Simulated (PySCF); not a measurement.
Two-photon absorption: `FC[SiH2][Se][SiH3]`, CH₇FSeSi₂

Geometry:
| atom | x (Å) | y (Å) | z (Å) |
| --- | --- | --- | --- |
| F1 | -0.664 | -1.600 | -0.107 |
| C2 | -1.338 | -0.774 | 0.772 |
| Si3 | -1.196 | 1.050 | 0.192 |
| Se4 | 0.966 | 1.728 | 0.264 |
| Si5 | 2.117 | -0.110 | -0.541 |
| H6 | -0.895 | -0.942 | 1.757 |
| H7 | -2.373 | -1.120 | 0.792 |
| H8 | -1.709 | 1.125 | -1.174 |
| H9 | -1.926 | 1.882 | 1.140 |
| H10 | 3.453 | 0.430 | -0.753 |
| H11 | 2.097 | -1.135 | 0.494 |
| H12 | 1.468 | -0.535 | -1.773 |

Theory: TDDFT BHandHLYP/aug-cc-pVDZ excited states, vertical, gas phase (PySCF). Geometry: GFN2-xTB.

The calculation is non-relativistic, which matters for the atoms heavier than Zn.

How strongly do the lowest singlets absorb one photon, and two photons of half the energy?

δ for parallel linear polarisation; σ at the peak of a Lorentzian of half width 0.1 eV, single beam; Ω is circular over linear.
| state | E (eV) | f | photon λ (nm) | δ (au) | σ (GM) | Ω | main |
| --- | --- | --- | --- | --- | --- | --- | --- |
| S1 | 5.46 | 0.018 | 454 | 6.87 | 0.07 | 0.69 | HOMO→LUMO 0.52, HOMO→LUMO+1 0.35 |
| S2 | 5.75 | 0.007 | 431 | 4.96 | 0.06 | 1.50 | HOMO→LUMO+2 0.65, HOMO→LUMO+10 0.15 |
| S3 | 6.14 | 0.022 | 404 | 79.2 | 1.09 | 0.48 | HOMO→LUMO+1 0.50, HOMO→LUMO 0.27 |
| S4 | 6.66 | 0.000 | 373 | 30.8 | 0.50 | 1.17 | HOMO→LUMO+3 0.33, HOMO→LUMO+7 0.25 |
| S5 | 6.75 | 0.011 | 368 | 54.3 | 0.91 | 0.79 | HOMO→LUMO+3 0.40, HOMO→LUMO+5 0.33 |

Among these, the strongest one-photon state is S3, the strongest two-photon state S3, with a dipole change of 4.9 D (relaxed, norm of the difference vector).
